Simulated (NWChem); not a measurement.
CH5ClInN; SMILES [CH3][In]([NH2])[Cl]

```xyz
9

In    -0.0256    -0.2899    -0.0149
Cl     0.1963     2.0719     0.0114
C      1.7561    -1.4726     0.0380
H      2.3843    -1.2105    -0.8244
H      1.5172    -2.5439     0.0100
H      2.3063    -1.2416     0.9609
N     -1.9788    -0.7767     0.0756
H     -2.3059    -1.6880    -0.2276
H     -2.6672    -0.0625    -0.1401
```
Atoms are numbered in this order, from 1.

Coordinates come from a PBE0/def2-SVP optimisation. No frequency run checked for a minimum. def2 effective core potentials on In; no spin-orbit coupling.

List the 4 lowest vertical singlet excitations from CAM-B3LYP/def2-SVPD with def2 effective core potentials on In, TDA (NWChem).


| state | energy (eV) | oscillator strength | leading excitation (squared amplitude) |
|---|---|---|---|
| S1 | 5.32 | 0.048 | HOMO → LUMO (0.79) |
| S2 | 5.91 | 0.032 | HOMO → LUMO+1 (0.77) |
| S3 | 6.13 | 0.054 | HOMO−1 → LUMO (0.68) |
| S4 | 6.39 | 0.062 | HOMO−1 → LUMO+1 (0.36) |
